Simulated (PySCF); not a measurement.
CH₄Cl₂OSn. Atoms are numbered in the order given.

```xyz
9

Sn     0.5151    -0.1246     0.0000
Cl    -0.6571    -0.9160     1.8938
Cl    -0.6571    -0.9160    -1.8938
O      0.4069     1.8643     0.0000
C     -0.8670     2.4944     0.0000
H      2.1676    -0.5834     0.0000
H     -1.4697     2.2420    -0.9026
H     -0.6946     3.5914     0.0000
H     -1.4697     2.2420     0.9026
```

Geometry optimised at PBE-D3(BJ)/def2-SVP. The structure was generated by enumeration; whether it is a known compound was not checked. The def2 effective core potentials stand for the cores of Sn; spin–orbit coupling is left out. Other conformers were not sampled.

All values below come from PBE-D3(BJ)/def2-SVP (PySCF 2.14.0).

Frequencies are harmonic and unscaled.

| mode | ν (cm⁻¹) | IR (km/mol) | moving atoms (share of kinetic energy) |
|---|---|---|---|
| 1 | 43 | 1.1 | C 42 %, Cl 32 %, H 22 % |
| 2 | 94 | 7.2 | Cl 44 %, C 28 %, Sn 13 %, H 13 % |
| 3 | 109 | 3.7 | Cl 76 %, Sn 20 % |
| 4 | 124 | 1.9 | H 84 %, O 11 % |
| 5 | 178 | 15.5 | O 64 %, H 21 %, Cl 10 % |
| 6 | 251 | 10.1 | O 31 %, C 28 %, Sn 19 %, H 19 % |
| 7 | 355 | 22.6 | Cl 82 %, Sn 17 % |
| 8 | 370 | 59.7 | Cl 72 %, Sn 28 % |
| 9 | 511 | 23.3 | H 85 %, O 8 % |
| 10 | 526 | 62.9 | H 98 % |
| 11 | 548 | 80.1 | O 63 %, H 17 %, Sn 14 % |
| 12 | 1061 | 154.8 | O 51 %, C 46 % |
| 13 | 1129 | 0.1 | H 77 %, C 19 % |
| 14 | 1142 | 2.1 | H 74 %, C 19 % |
| 15 | 1408 | 12.3 | H 89 %, C 9 % |
| 16 | 1410 | 4.2 | H 97 % |
| 17 | 1428 | 16.3 | H 95 % |
| 18 | 1900 | 76.3 | H 99 % |
| 19 | 2917 | 70.0 | H 97 % |
| 20 | 2992 | 28.2 | H 90 %, C 10 % |
| 21 | 3031 | 17.0 | H 91 %, C 9 % |
